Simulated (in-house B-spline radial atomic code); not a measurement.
**BSE on G0W0@HF excitations of Al⁺**

Method: BSE on G0W0@HF. Computed with a B-spline radial code for spherical atoms: linear response of the closed shell [Ne] 3s2 with a statically screened interaction on G0W0 levels; scalar-relativistic (spin-free one-electron X2C), finite nucleus, no spin-orbit coupling, no double excitations, S, P, D and F terms only.

Only levels near the gap carry their own quasi-particle shift, so the BSE energies are approximate.

Command:
```bash
python run_td.py task.json out
```
Settings (radii: box in bohr, nucleus in fm):
```
Z                        13
electrons                12
configuration            [Ne] 3s2
hamiltonian              x2c
method                   bse
box_radius               41.61
rms_radius               3.061
intervals                76
```

Time taken, with all properties: 2.7 s on 1 thread of Intel(R) Xeon(R) Platinum 8488C (Sapphire Rapids), on a shared host.

The lowest states, in the order of their Tamm-Dancoff energies; the method's threshold (minus the highest G0W0 level) is 18.889 eV. Labels give the largest channel, * marks a mixed state, and oscillator strengths are full-response dipole values. Measured ¹D terms are left out, since they can mix with doubly excited terms. Energies in eV:

```json
{"state": "3s → 3p 3P", "full response": "4.305", "Tamm-Dancoff": "4.479", "oscillator strength": "-", "measured (J-weighted term)": "4.651"}
{"state": "3s → 3p 1P", "full response": "?", "Tamm-Dancoff": "?", "oscillator strength": "?", "measured (J-weighted term)": "?"}
{"state": "3s → 4s 3S", "full response": "11.449", "Tamm-Dancoff": "11.461", "oscillator strength": "-", "measured (J-weighted term)": "11.317"}
{"state": "3s → 3d 3D", "full response": "12.093", "Tamm-Dancoff": "12.105", "oscillator strength": "-", "measured (J-weighted term)": "11.847"}
{"state": "3s → 4s 1S", "full response": "12.162", "Tamm-Dancoff": "12.178", "oscillator strength": "-", "measured (J-weighted term)": "11.822"}
{"state": "3s → 3d 1D", "full response": "12.817", "Tamm-Dancoff": "12.830", "oscillator strength": "-", "measured (J-weighted term)": "-"}
{"state": "3s → 4p 3P", "full response": "13.186", "Tamm-Dancoff": "13.193", "oscillator strength": "-", "measured (J-weighted term)": "13.075"}
{"state": "3s → 4p 1P", "full response": "?", "Tamm-Dancoff": "?", "oscillator strength": "?", "measured (J-weighted term)": "?"}
{"state": "3s → 5s 3S", "full response": "14.970", "Tamm-Dancoff": "14.973", "oscillator strength": "-", "measured (J-weighted term)": "14.890"}
{"state": "3s → 4d 3D", "full response": "15.125", "Tamm-Dancoff": "15.129", "oscillator strength": "-", "measured (J-weighted term)": "15.062"}
```

Question: Where does 3s → 4p 1P lie?

Answer: At 13.607 eV in full response, 13.670 eV in Tamm-Dancoff, oscillator strength 0.013; measured 13.257 eV.

Question: Where does 3s → 3p 1P lie?

Answer: At 7.664 eV in full response, 8.114 eV in Tamm-Dancoff, oscillator strength 1.78; measured 7.421 eV.

Question: How large is the singlet-triplet splitting of 3s → 3p (P terms) in Tamm-Dancoff?

Answer: 3.64 eV, from the unrounded values.

Question: What polarisabilities and dispersion coefficient does the method give?

Answer: Dipole 22.89 bohr³, quadrupole 117.4 bohr⁵, C6 113.7 hartree·bohr⁶ for two such species.
